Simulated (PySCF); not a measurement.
**Computed vibrations of TlF**

TlF (singlet). PySCF 2.14.0, RKS PBE0, Tl def2-SVP with ECP60, F def2-SVP; non-relativistic Hamiltonian with scalar-relativistic core potentials where named; density fitting; no spin-orbit coupling. Central differences of gradients.

```xyz
2

Tl    0.0000    0.0000   -0.1777
F     0.0000    0.0000    1.9169
```

Run from Python with OMP_NUM_THREADS=2. Where DIIS fails, smearing, a level shift and second-order steps follow.
It took 1.7 s on 2 threads of Arm Neoverse V2, on a shared host.

Problem. What are the harmonic wavenumbers and infrared intensities?

Solution. Modes are labelled in C∞v; negative numbers are unstable modes, those under 60 cm⁻¹ near the noise; a finer grid moves soft modes by up to 10 cm⁻¹.
```
cm⁻¹  km/mol  symmetry
 506    94.1        σ+
```

Problem. Is this a minimum?

Solution. Yes. Ideal gas at 298.15 K and 1 bar: S = 244.3 J/(mol K), Cp = 34.3 J/(mol K), H − H(0 K) = 9.3 kJ/mol (rigid rotor, harmonic modes, spin degeneracy alone).
